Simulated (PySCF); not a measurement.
Compound: H4I2Si2.
Z-matrix (Å and degrees, PBE0-D3(BJ)/def2-SVP geometry), rows numbered from 1:
```
I 
Si  1  2.4576
Si  2  2.3340  1  106.92
I   3  2.4584  2  106.79  1  -179.75
H   2  1.4908  1  108.79  3   120.04
H   2  1.4909  1  108.75  3  -119.99
H   3  1.4908  2  111.23  1    61.80
H   3  1.4908  2  111.24  1   -61.23
```

Computed, not measured: PBE0-D3(BJ)/def2-SVP geometry optimisation, gas phase, def2 core potentials past Kr in PySCF 2.14.0.

Masses are those of the commonest isotopes; rigid-rotor values at the optimised geometry. The values belong to one conformer with, in the numbering `[I:1][SiH2:2][SiH2:3][I:4]`, I1–Si2–Si3–I4 180°.

Q: What are A, B and C (cm⁻¹)?

A: Ia = 64.08, Ib = 2338.97, Ic = 2391.01 u·Å²; 505379 MHz·u·Å²/I gives 7887, 216.1 and 211.4 MHz, that is A = 0.26308, B = 0.00721, C = 0.00705 cm⁻¹.

Q: Classify the top.

A: A near-prolate asymmetric top. Ray's parameter κ = (2B − A − C)/(A − C) = -0.999; −1 is the prolate and +1 the oblate limit.

Q: What does the inertial defect say?

A: Not planar: Δ = Ic − Ia − Ib = -12.04 u·Å². For a rigid frame Δ = −2 Σ m c², so Σ m c² = 6.02 u·Å² lies off the ab plane, practically all of it from hydrogen. The atom farthest from that plane is 1.23 Å away.

Q: Give the other two planar moments, Paa and Pbb, and the rms extents of the mass along the axes.

A: Paa = Σ m a² = (Ib + Ic − Ia)/2 = 2332.95 and Pbb = Σ m b² = (Ia + Ic − Ib)/2 = 58.06 u·Å². With the mass M = 313.79 u, the rms extents √(P/M) along a, b and c are 2.73, 0.43, 0.14 Å.

Q: Give the coordinates in the principal-axis frame, origin at the centre of mass.

A: The sense of each axis is arbitrary; atoms in the order of the calculation.
```
atom  mass (u)   a (Å)   b (Å)   c (Å)
  I1   126.904  -3.011   0.054  -0.001
 Si2    27.977  -0.744  -0.896   0.004
 Si3    27.977   0.745   0.901   0.004
  I4   126.904   3.011  -0.055  -0.001
  H5     1.008  -0.577  -1.732   1.227
  H6     1.008  -0.573  -1.734  -1.217
  H7     1.008   0.582   1.737   1.227
  H8     1.008   0.577   1.741  -1.215
```

The point group C2h allows no dipole (computed: 0.01 D), so a rigid rotor has no electric-dipole lines.

Q: Estimate the classical rotational partition function at 25 K, 100 K and 200 K.

A: Point group C2h, symmetry number σ = 2; q = (√π/σ)·√((kT/h)³/(ABC)), k/h = 20836.6 MHz/K: 17600 at 25 K, 140000 at 100 K, 397000 at 200 K.

Not checked by PBE0-D3(BJ)/def2-SVP frequencies. These are rigid-rotor constants of the computed structure; measured ground-state constants (B0) also hold zero-point vibration. Quadrupole hyperfine structure (127I) is left out.
